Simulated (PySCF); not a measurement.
Computed shifts of a molecule CH₅F₂NOSi, PySCF with PBE0/pcSseg-1, GIAO, gas phase, atoms alike by connectivity averaged where their shifts nearly agree, in ppm (number of nuclei): ¹⁵N: 27.5 (1). ²⁹Si: -28.5 (1). ¹⁹F: -150.2 (1), -308.4 (1). ¹³C: 77.7 (1). ¹H: 4.66 (2), 2.09 (1), 1.80 (1), 1.39 (1). References: ¹⁵N against NH3 (σ = 267.4 ppm); ²⁹Si against TMS (σ = 352.7 ppm); ¹⁷O against H2O (σ = 334.2 ppm); ¹⁹F against CFCl3 (σ = 167.2 ppm); ¹³C against TMS (σ = 186.3 ppm); ¹H against TMS (σ = 31.56 ppm), references at their B3LYP-D3(BJ)/def2-TZVP geometries, non-relativistic. Coordinates come from a B3LYP-D3(BJ)/def2-SVP optimisation. The values are those of a single conformer.

**Question.** Which molecule gave these data?
A. CO[Si](N)(F)F
B. N[Si@](O)(F)CF
C. CN[Si](O)(F)F
D. NC[Si](O)(F)F

**Answer.** B, N[Si@](O)(F)CF
